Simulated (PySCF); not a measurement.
**Al+: excitation energy**

Al+ [Ne] 3s2 (1S) → Al+ [Ne] 3p2 (3P), as a difference of total energies. All numbers are calculated (PySCF 2.14, the non-relativistic Hamiltonian (point nucleus), in aug-cc-pwCVDZ (6s5p3d, 36 functions)). Correlated levels: valence: [Ne] frozen; valence and next inner shell: 1s2 frozen; nothing frozen. The calculations carry no spin-orbit coupling.

**Question.** Order these methods by the excitation energy they give, lowest first.
A. PW91
B. wB97X-V
C. LDA
D. SCS-MP2 (all electrons)

**Answer.** A (10.395 eV), C (10.616 eV), B (11.061 eV), D (11.657 eV).

Errors of the correlated levels include the incompleteness of this basis and the frozen core.

For comparison: 11.680 eV (measured; NIST levels, between the centres of gravity of the two terms).
